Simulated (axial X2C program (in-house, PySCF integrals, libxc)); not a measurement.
**Photoelectron levels of HfSe by EOM-IP-CCSD**

Calculated with an in-house all-electron X2C program for linear molecules (integrals from PySCF): two-component X2C with atomic mean-field Coulomb and Gaunt terms, Gaussian nuclei, basis Hf dyall-cv3z, Se dyall-cv3z with contracted cores.

R = 2.281 Å (near the PBE0 minimum at charge 0 of the determinant lowest at the starting distance; the state shown can have its own minimum elsewhere).

Hartree–Fock spinors of HfSe (one of each Kramers pair; a window near the gap, which can cut inner shells):

```csv
ω,occupied,ε (eV),character
1/2,yes,-22.74,"65% Se s, 12% Hf d, 11% Hf p"
1/2,yes,-10.38,"68% Se p, 14% Hf d, 9% Hf s"
1/2,yes,-9.27,"62% Se p, 23% Hf d, 7% Hf p"
3/2,yes,-9.00,"62% Se p, 24% Hf d, 6% Hf p"
1/2,yes,-7.53,"64% Hf s, 23% Hf d, 9% Hf p"
1/2,no,0.00,"64% Hf p, 29% Hf d, 4% Se p"
3/2,no,0.22,"75% Hf p, 24% Hf d"
1/2,no,0.24,"65% Hf p, 27% Hf d, 4% Se p"
3/2,no,1.02,98% Hf d
5/2,no,1.16,99% Hf d
1/2,no,1.92,"57% Hf p, 30% Hf s, 10% Hf d"
```

Vertical ionisation energies of HfSe to the states of HfSe⁺:

| Ω of HfSe⁺ | vertical IE (eV) | above lowest (cm⁻¹) | ionised spinor | one-hole weight |
| --- | --- | --- | --- | --- |
| 1/2 | 7.719 | 0 | 61% Hf sσ, 25% Hf dσ, 9% Hf pσ | 0.94 |
| 3/2 | 9.045 | 10700 | 62% Se pπ, 24% Hf dπ, 6% Hf pπ | 0.93 |
| 1/2 | 9.266 | 12478 | 62% Se pπ, 22% Hf dπ, 7% Hf pπ | 0.93 |
| 1/2 | 10.060 | 18883 | 67% Se pσ, 13% Hf sσ, 11% Hf dσ | 0.93 |

**Question.** How far does the lowest EOM-IP-CCSD energy lie from the Koopmans value −ε of the highest filled spinor?

**Answer.** 7.719 eV against 7.53 eV, a shift of 0.19 eV: relaxation of the final state lowers the energy and the loss of correlation raises it.

**Question.** Take the first Ω = 1/2 and Ω = 3/2 rows of π character: how far apart are they, and which lies lower?

**Answer.** E(3/2) − E(1/2) = 10700 − 12478 = -1778 cm⁻¹ at EOM-IP-CCSD: inverted, Ω = 3/2 lower. Splittings at this level can be off by ten to twenty per cent.

This point took 18 s on 1 thread of Arm Neoverse V1 (shared host).

Reference electrons by ω block (each with its −ω partner): 1/2: 32, 3/2: 15, 5/2: 5, 7/2: 1. 18 electrons of HfSe correlated (inner shells frozen), 84 natural virtual spinors (a truncated set); levels can be off by some tenths of an eV. Roots sought by Ω: (1/2: 4, 3/2: 3, 5/2: 1); the list ends where they run out and leaves out roots under 60 % one-particle weight. The solver can skip a root, and states that need a further excitation, which the method places far too high, are missing though they may lie low or lowest. T1 of the reference 0.027 (Lee–Taylor). Number of frozen shells: Hf 4 s, 3 p, 2 d, 1 f; Se 3 s, 2 p, 1 d. Large amplitudes in the reference (orbital relaxation or multireference character) lower the reliability.
